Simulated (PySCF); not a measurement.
Interval between two levels of Hf³⁺ by level of theory

Hf³⁺ [Xe] 4f14 5d1 [2D5/2, M_J = 5/2] → Hf³⁺ [Xe] 4f14 6s1 [2S1/2, M_J = 1/2], as a difference of total energies. Calculation: PySCF 2.14, in x2c-SVPall-2c with one added diffuse shell each of s, d type (8s9p10d2f, 99 functions); the two-component X2C-1e Hamiltonian. Correlated levels: [Kr] 4d10 4f14 frozen; the 32 highest virtual spinors dropped. "Screened" scales the spin-orbit matrix elements by Boettger's factors to mimic the two-electron term; Breit and QED terms are absent.

```
                    method  interval between two levels (cm⁻¹)
           GHF (spin-free)                               20422
          GMP2 (spin-free)                               18862
 GHF (screened spin-orbit)                               18190
GMP2 (screened spin-orbit)                               16633
```
